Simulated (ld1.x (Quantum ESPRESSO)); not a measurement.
**Scattering properties, PAW potential for thulium (Tm)**

Tm, PAW, made with ld1.x (Quantum ESPRESSO) 7.5 (PBEsol, fully relativistic). Core [Kr] 4d10, reference 4f13 5s2 5p6 5d0 6s2 6p0. Waves: 5s (bound): rcut 1.60, rcutus 1.85 bohr; 6s (bound): rcut 1.60, rcutus 1.85 bohr; 5p (bound): rcut 2.30, rcutus 2.50 bohr; 6p (bound, empty): rcut 2.30, rcutus 2.50 bohr; 5d (bound, empty): rcut 3.40, rcutus 4.05 bohr; 5d channel at 0.5 Ry: rcut 3.40, rcutus 4.05 bohr; 4f (bound): rcut 1.00, rcutus 1.20 bohr; 4f channel at 0.6 Ry: rcut 1.00, rcutus 1.20 bohr. Local part: all-electron potential smoothed inside 1.45 bohr (lloc = -2). Core correction: Bessel-smoothed model core, default radius (core density twice the valence density). Augmentation charge: PSQ, radius 0.85 bohr.

Open shells are filled in proportion to 2j + 1 (rel_dist='average').

The phase is arctan(r·u′/u) with u = r·R(r), unwrapped; energies in Ry, scanned from -6 to 5 Ry. A pole is an energy at which the radial function vanishes at the test radius. The pseudo phase is shifted by a multiple of π to meet the all-electron one at the reference energy, and phase errors are pseudo minus all-electron; the curves can meet again beyond the range given. Levels narrower than the energy grid can be missing from the lists of poles.

**Question.** For each channel, where are the poles, and over which energies does the pseudopotential scatter like the atom?

**Answer.**

```tsv
channel	radius (bohr)	reference energy (Ry)	poles, all-electron	poles, pseudo	unbroken range about the reference energy with phases within 0.05 rad	phase error 1 Ry above the reference energy (rad)
p1/2	4.41	-0.09	-2.28, 0.67, 3.63	-2.28, 0.67, 3.49	below 1.6	-0.003
p3/2	4.41	-0.08	-1.85, 0.82, 3.89	-1.85, 0.82, 3.85	below 2.0	-0.001
d3/2	4.41	-0.07	0.11, 2.00	0.40, 0.47	-0.1 to 0.0	-1.466
d5/2	4.41	-0.05	0.14, 2.04	0.24, 0.48	-0.1 to 0.0	-1.644
f5/2	4.41	-0.28	-0.27, 1.60, 4.04	-0.27, 1.60, 4.04	the whole range	+0.000
f7/2	4.41	-0.19	1.61, 4.06	1.61, 4.06	the whole range	+0.000
```

The ghost test of this file was not conclusive.

Phases in the p3/2 channel:

| E (Ry) | all-electron | pseudo |
| --- | --- | --- |
| -6.00 | 1.476 | 1.476 |
| -5.74 | 1.474 | 1.474 |
| -5.48 | 1.472 | 1.472 |
| -5.22 | 1.469 | 1.469 |
| -4.96 | 1.466 | 1.466 |
| -4.70 | 1.463 | 1.463 |
| -4.44 | 1.460 | 1.460 |
| -4.18 | 1.456 | 1.456 |
| -3.92 | 1.452 | 1.452 |
| -3.66 | 1.448 | 1.448 |
| -3.40 | 1.442 | 1.442 |
| -3.14 | 1.437 | 1.437 |
| -2.88 | 1.430 | 1.430 |
| -2.62 | 1.422 | 1.422 |
| -2.36 | 1.412 | 1.412 |
| -2.10 | 1.399 | 1.399 |
| -1.84 | -1.701 | -1.701 |
| -1.58 | -1.764 | -1.764 |
| -1.32 | -1.788 | -1.788 |
| -1.06 | -1.821 | -1.821 |
| -0.80 | -1.872 | -1.872 |
| -0.54 | -1.965 | -1.966 |
| -0.28 | -2.201 | -2.201 |
| -0.02 | -3.193 | -3.193 |
| 0.24 | -4.312 | -4.312 |
| 0.50 | -4.583 | -4.583 |
| 0.76 | -4.695 | -4.695 |
| 1.02 | -4.767 | -4.768 |
| 1.28 | -4.833 | -4.835 |
| 1.54 | -4.918 | -4.922 |
| 1.80 | -5.077 | -5.090 |
| 2.06 | -5.622 | -5.696 |
| 2.32 | -7.107 | -7.170 |
| 2.58 | -7.552 | -7.570 |
| 2.84 | -7.688 | -7.697 |
| 3.10 | -7.755 | -7.761 |
| 3.36 | -7.797 | -7.801 |
| 3.62 | -7.828 | -7.832 |
| 3.88 | -7.853 | -7.857 |
| 4.14 | -7.877 | -7.880 |
| 4.40 | -7.900 | -7.904 |
| 4.66 | -7.926 | -7.930 |
| 4.92 | -7.959 | -7.963 |
